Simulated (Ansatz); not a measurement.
Geometry optimisation, RKS LDA/def2-SVP (Ansatz 0.2.0).

input.yaml

```yaml
crystal:
  periodic: [false, false, false]
  atoms:
    - { symbol: Si, position_ang: [0.0, 0.0, 0.0] }
    - { symbol: "N", position_ang: [0.0, 0.0, 2.17] }
    - { symbol: H, position_ang: [-0.877, -0.2713, 2.7] }
    - { symbol: H, position_ang: [0.877, 0.2713, 2.7] }
    - { symbol: H, position_ang: [1.3768, 0.0, -0.4862] }
    - { symbol: O, position_ang: [-0.7913, 1.3709, -0.5594] }
    - { symbol: H, position_ang: [-1.7491, 1.1401, -0.7818] }
    - { symbol: H, position_ang: [-0.6877, -1.1914, -0.4862] }
    - { symbol: Br, position_ang: [1.3622, -2.0686, 0.823] }
    - { symbol: H, position_ang: [0.6836, -1.0381, 2.0054] }
basis:
  gaussian: { orbitals: def2-SVP }
hamiltonian:
  xc: lda
relax:
  f_tol: 0.15
  max_steps: 25
  restrain:
    - { distance: [0, 8], at: 2.31, k: 30.0 }
    - { distance: [9, 1], at: 1.06, k: 30.0 }
    - { distance: [0, 1], at: 3.02, k: 30.0 }
    - { distance: [9, 8], at: 2.75, k: 30.0 }
```

Launched with:

```bash
$ ansatz run input.yaml --threads 4 --pin off --max-ram 5120MiB --backend cpu --events-out ev --progress --plain --runs-dir out
```

Q: Where does it end, and by what steps?

A: The run converged. The restraints hold the end off the free minimum. After 20 steps the energy has fallen by 2.226 eV (the restraints' own energy left out); H7 moved furthest, 2.17 Å. Parted: Br9–H10 (1.71 → 2.75 Å).

```
step  energy less start (eV)  largest force component (eV/Å)  accepted
   0                  0.0000                           2.028       yes
   1                  0.2404                           3.399       yes
   2                  0.8147                           3.263       yes
   3                  0.7352                           2.511       yes
   4                  0.1821                           4.481       yes
   5                 -0.3271                           2.188       yes
   6                 -0.6892                           0.745       yes
   7                 -0.9303                           1.125       yes
   8                 -1.1516                           0.863       yes
   9                 -1.2791                           0.751       yes
  10                 -1.3851                           0.944       yes
  11                 -1.5002                           1.115       yes
  12                 -1.6411                           0.903       yes
  13                 -1.8010                           1.005       yes
  14                 -1.9501                           1.382       yes
  15                 -2.0571                           1.349       yes
  16                 -2.1277                           1.196       yes
  17                 -2.1685                           1.087       yes
  18                 -2.2053                           0.337       yes
  19                 -2.2038                           0.769       yes
  20                 -2.2263                           0.443       yes
```

```xyz
10
Properties=species:S:1:pos:R:3
Si 0.323 -0.304 -0.657
N -0.477 -0.013 2.254
H -1.229 0.085 2.952
H 0.417 0.215 2.719
H 0.911 -0.119 -2.023
O -0.101 1.138 -0.028
H -0.427 0.902 0.921
H -0.789 -1.325 -0.664
Br 1.949 -1.338 0.591
H -0.382 -1.028 2.021
```

The run took 17 s on 4 threads of Arm Neoverse V2, with other jobs on the host, peak memory 0.15 GiB.
